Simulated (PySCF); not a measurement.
A structure optimised at PBE-D3(BJ)/def2-SVP, used in a PySCF frequency run:

```
C
C 1 1.3560
H 2 1.1002 1 120.32
H 1 1.1009 2 115.98 3 0.00
C 1 1.4458 4 114.29 2 180.00
F 5 1.3473 1 117.59 4 180.00
C 5 1.3621 6 116.33 1 180.00
H 7 1.0989 5 120.42 6 0.00
Cl 7 1.7259 8 115.75 5 180.00
Cl 2 1.7268 3 112.77 1 180.00
```

Task: Write its SMILES, formula and point group.

Result: FC(/C=C\Cl)=C/Cl, C4H3Cl2F, Cs

Task: What are its rotational constants (standard atomic weights)?

Result: 5.0836, 0.74234, 0.64775 GHz
